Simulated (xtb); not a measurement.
BiCl3, singlet, geometry from GFN2-xTB (such geometries of metal compounds can be far from the true shape); xtb 6.7.1 with GFN0-xTB.

The xtb input:
```
$ xtb mol.xyz --gfn 0 --opt --json

# file mol.xyz
4

Bi    -0.00428098    -0.00067467     0.50283800
Cl    -1.83162453    -0.99302219    -0.83533113
Cl     0.06534181     2.09049123    -0.81504384
Cl     1.78718399    -1.09417508    -0.80465760
```

Output, abridged:

```
   ID    Z sym.   atoms
    1   83 Bi     1
    2   17 Cl     2-4

           -------------------------------------------------
          |                Calculation Setup                |
           -------------------------------------------------

           -------------------------------------------------
          |                 G F N 0 - x T B                 |
           -------------------------------------------------

          ...................................................
          :                      SETUP                      :
          :.................................................:
          :  # basis functions                  34          :
          :  # atomic orbitals                  31          :
          :  # shells                           11          :
          :  # electrons                        26          :
          :  electronic temp.          300.0000000     K    :
          :  accuracy                    1.0000000          :
          :  -> integral cutoff          0.2500000E+02      :
          :  -> integral neglect         0.1000000E-07      :
          ...................................................

         :::::::::::::::::::::::::::::::::::::::::::::::::::::
         ::                     SUMMARY                     ::
         :::::::::::::::::::::::::::::::::::::::::::::::::::::
         :: total energy             -15.560667603440 Eh    ::
         :: gradient norm              0.016843487662 Eh/a0 ::
         :: HOMO-LUMO gap              7.121053523690 eV    ::
         ::.................................................::
         :: H0 energy                -15.543137292746 Eh    ::
         :: repulsion energy           0.001887264779 Eh    ::
         :: electrostat energy        -0.017947768390 Eh    ::
         :: -> Gsolv                   0.000000000000 Eh    ::
         ::    -> Gsasa                0.000000000000 Eh    ::
         ::    -> Gshift               0.000000000000 Eh    ::
         :: dispersion energy         -0.001469807083 Eh    ::
         :: short-range corr.          0.000000000000 Eh    ::
         :: add. restraining           0.000000000000 Eh    ::
         :: total charge              -0.000000000000 e     ::
         :::::::::::::::::::::::::::::::::::::::::::::::::::::

      -----------------------------------------------------------
     |                   =====================                   |
     |                        A N C O P T                        |
     |                   =====================                   |
     |               Approximate Normal Coordinate               |
     |                Rational Function Optimizer                |
      -----------------------------------------------------------
      -----------------------------------------------------------
     |                   =====================                   |
     |                        A N C O P T                        |
     |                   =====================                   |
     |               Approximate Normal Coordinate               |
     |                Rational Function Optimizer                |
      -----------------------------------------------------------

          ...................................................
          :                      SETUP                      :
          :.................................................:
          :   optimization level            normal          :
          :   max. optcycles                   200          :
          :   ANC micro-cycles                  20          :
          :   degrees of freedom                 6          :
          :.................................................:
          :   RF solver                   davidson          :
          :   write xtbopt.log                true          :
          :   linear?                        false          :
          :   energy convergence         0.5000000E-05 Eh   :
[...]
 * total energy  :   -15.5606676 Eh     change        0.0000000E+00 Eh
 * total energy  :   -15.5587647 Eh     change        0.1902886E-02 Eh
 * total energy  :   -15.5614901 Eh     change       -0.2725370E-02 Eh
 * total energy  :   -15.5615190 Eh     change       -0.2886377E-04 Eh
 * total energy  :   -15.5615202 Eh     change       -0.1251770E-05 Eh
   *** GEOMETRY OPTIMIZATION CONVERGED AFTER 5 ITERATIONS ***
         :: total energy             -15.561520203392 Eh    ::
[...]
         2        2.0000           -0.9705413             -26.4098
         3        2.0000           -0.9700924             -26.3976
         4        2.0000           -0.7293282             -19.8460
         5        2.0000           -0.4789768             -13.0336
         6        2.0000           -0.4789768             -13.0336
         7        2.0000           -0.4706303             -12.8065
         8        2.0000           -0.4538390             -12.3496
         9        2.0000           -0.4538390             -12.3496
        10        2.0000           -0.4505618             -12.2604
        11        2.0000           -0.4497216             -12.2375
        12        2.0000           -0.4497216             -12.2375
        13        2.0000           -0.4450030             -12.1091 (HOMO)
        14                         -0.1861431              -5.0652 (LUMO)
        15                         -0.1769200              -4.8142
        16                         -0.1769200              -4.8142
        17                         -0.0665678              -1.8114
        18                         -0.0665678              -1.8114
        19                         -0.0657680              -1.7896
        20                         -0.0653733              -1.7789
        21                         -0.0653733              -1.7789
        22                         -0.0651577              -1.7730
        23                         -0.0650712              -1.7707
        24                         -0.0650712              -1.7707
       ...                                ...                  ...
        31                          0.0157660               0.4290
      -------------------------------------------------------------
                  HL-Gap            0.2588599 Eh            7.0439 eV
             Fermi-level            0.0000000 Eh            0.0000 eV

     #   Z          covCN         q      C6AA      α(0)
     1  83 Bi       2.422     0.310   519.615    43.230
     2  17 Cl       0.807    -0.103   100.317    15.310
     3  17 Cl       0.807    -0.103   100.317    15.310
     4  17 Cl       0.807    -0.103   100.317    15.310

 Mol. C6AA /au·bohr⁶  :       2769.666041
 Mol. C8AA /au·bohr⁸  :     211573.997443
 Mol. α(0) /au        :         89.159131

Wiberg/Mayer (AO) data.
largest (>0.10) Wiberg bond orders for each atom

 ---------------------------------------------------------------------------
     #   Z sym  total        # sym  WBO       # sym  WBO       # sym  WBO
 ---------------------------------------------------------------------------
     1  83 Bi   1.808 --     2 Cl   0.603     3 Cl   0.603     4 Cl   0.603
     2  17 Cl   0.644 --     1 Bi   0.603
     3  17 Cl   0.644 --     1 Bi   0.603
     4  17 Cl   0.644 --     1 Bi   0.603
 ---------------------------------------------------------------------------

Topologies differ in total number of bonds
Writing topology from bond orders to xtbtopo.mol

 dipole moment from electron density (au)
     X       Y       Z
  -0.0437  -0.0069   5.1274  total (Debye):   13.033

           -------------------------------------------------
          |                Geometry Summary                 |
           -------------------------------------------------

      molecular mass/u    :      315.3392118
   center of mass at/Å    :       -0.0006969      -0.0001098       0.0818514
  moments of inertia/u·Å² :        0.3696800E+03   0.3696800E+03   0.4705423E+03
rotational constants/cm⁻¹ :        0.4560061E-01   0.4560061E-01   0.3582597E-01

optimized geometry written to: xtbopt.xyz

           -------------------------------------------------
          | TOTAL ENERGY              -15.561520203392 Eh   |
          | GRADIENT NORM               0.000299454356 Eh/α |
          | HOMO-LUMO GAP               7.043935819177 eV   |
           -------------------------------------------------

normal termination of xtb
```
